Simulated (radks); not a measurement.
Question: The lithium anion Li-, [He] 2s2, held by a Watson sphere: a shell of charge +0.67 at radius R that stands for the Madelung well of a crystal (potential energy -0.67/R inside, -0.67/r outside, in hartree with lengths in bohr). Calculated with a radial shooting solver on a logarithmic mesh with Libxc functionals: non-relativistic Kohn-Sham, LB94 model potential, spin-polarised, spherical densities, point nucleus. Response by self-consistent Sternheimer equations with the Hartree and adiabatic LDA kernel. The sphere does not respond.

| R (bohr) | e(1s) (eV) | e(2s) (eV) | <r> 2s (bohr) | sum of <r^2> (bohr^2) | X-ray form factor at sin(theta)/lambda = 0.1 1/angstrom | alpha (bohr^3) |
|---|---|---|---|---|---|---|
| 1.65 | -62.896 | -4.660 | 3.474 | 29.98 | 2.661 | 124.3 |
| 2.55 | -60.645 | -4.344 | 3.744 | 34.46 | 2.550 | 156.1 |
| 2.94 | -60.326 | -4.186 | 3.874 | 36.78 | 2.502 | 175.1 |
| 3.95 | -59.983 | -3.789 | 4.187 | 42.93 | 2.398 | 233.7 |
| 3.97 | -59.979 | -3.781 | 4.193 | 43.04 | 2.396 | 235.0 |

Estimate the row for R = 1.7 bohr.

Answer: e(1s) (eV) -62.663; e(2s) (eV) -4.646; <r> 2s (bohr) 3.487; sum of <r^2> (bohr^2) 30.18; X-ray form factor at sin(theta)/lambda = 0.1 1/angstrom 2.655; alpha (bohr^3) 125.5.
